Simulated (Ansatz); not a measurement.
A trace of molecular dynamics of BF₂HO (5 atoms, charge 0, multiplicity 1).

Level of theory: Ansatz, RKS r2SCAN-D4/def2-SVP.

```yaml
ensemble: NVE (velocity Verlet)
starting_velocities_drawn_for: 3000 K
seed: 252928
```

```
time (fs)  T (K)  potential energy less start (eV)  conserved less start (meV/atom)
      0.0   3000                             0.000                             0.00
      6.0    546                             0.957                             1.11
     12.0   1977                             0.399                             0.37
     18.0    308                             1.049                             1.01
     24.0   2466                             0.209                             0.41
     30.0    620                             0.927                             0.85
     36.0   2405                             0.233                             0.51
     42.0    736                             0.883                             1.03
     48.0   2103                             0.350                             0.52
     54.0    618                             0.929                             0.99
     60.0   2075                             0.360                             0.27
     66.0    644                             0.919                             1.12
     72.0   1928                             0.418                             0.57
     78.0   1564                             0.559                             0.44
     84.0   1714                             0.502                             0.62
     90.0   1514                             0.578                             0.31
     96.0   1095                             0.743                             0.79
    102.0   1303                             0.662                             0.82
    108.0   1881                             0.435                             0.17
    114.0   1924                             0.420                             0.59
    120.0    987                             0.785                             0.82
    126.0   1898                             0.431                             0.66
    132.0    856                             0.836                             0.99
    138.0   1960                             0.404                             0.15
    144.0    934                             0.806                             0.97
    150.0   1904                             0.428                             0.50
```

Task: Is this trajectory sound?

Result: The conserved energy stayed within 1.4 meV per atom of its start (net change 0.5 meV per atom), so the integration is sound. Over the second half the temperature averaged 0.48 of the 3000 K drawn at the start: a run that starts near a minimum puts about half its kinetic energy into the potential. A run of 0.15 ps of so small a system gives no equilibrium averages. The time step was 0.5 fs.

The run took 8.1 min on 1 thread of Arm Neoverse V2, with other jobs on the host, peak memory 0.1 GiB.
